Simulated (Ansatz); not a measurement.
`CC(C)[NH][Ti]([Cl])([Cl])[NH]C(C)C`, 27 atoms. Total charge 0; spin multiplicity 1. Correlated methods include outer-core shells of Ti, which these sets cover unevenly. Scalar relativity is left out up to krypton. Hardware: A = 11 threads of an AMD EPYC 7R13 on a shared host; B = 11 threads of an AMD EPYC 7R13 on a shared host and a whole NVIDIA H100 80 GB. Correlated methods freeze the cores.

Question: How many basis functions does each run have, and how long does it take in Ansatz? RHF-CCSD(T)/def2-TZVPP energy [B]; RKS revPBE-D4/def2-TZVPP energy [B]; RHF-CCSD(T)/def2-SVP energy [B]; RHF-MP2/def2-QZVPP energy [B]; RKS PBE0-D4/def2-QZVPP energy [B]; RKS PBE0-D4/def2-SVP energy [A]; RKS ωB97M-V/def2-QZVPP energy [B]; RKS ωB97M-V/def2-SVP energy [A]; RKS PBE0-D4/def2-TZVP relaxation (12 steps) [B]; direct RPA on PBE orbitals/def2-TZVPP energy [B]; RKS B97M-V/def2-TZVPP energy [B]; RKS BLYP-D4/def2-TZVPP energy [B]. (Estimate.)

Answer: The calculation gave: Other jobs shared the machine, so times are rough.

```csv
level,job,functions,wall time,peak host memory (GiB)
RKS PBE0-D4/def2-SVP,energy [A],259,4.4 s,1.9
RKS revPBE-D4/def2-TZVPP,energy [B],620,4.5 s,1.2
RKS B97M-V/def2-TZVPP,energy [B],620,5 s,1.3
RKS BLYP-D4/def2-TZVPP,energy [B],620,6 s,1.2
direct RPA on PBE orbitals/def2-TZVPP,energy [B],620,6.5 s,4
RKS PBE0-D4/def2-QZVPP,energy [B],1169,7.5 s,1.9
RHF-CCSD(T)/def2-SVP,energy [B],259,7.5 s,1.9
RKS ωB97M-V/def2-QZVPP,energy [B],1169,9 s,2
RHF-MP2/def2-QZVPP,energy [B],1169,11 s,2
RKS ωB97M-V/def2-SVP,energy [A],259,12 s,2.3
RKS PBE0-D4/def2-TZVP,relaxation (12 steps) [B],463,28 s,1.3
RHF-CCSD(T)/def2-TZVPP,energy [B],620,120 s,3.8
```
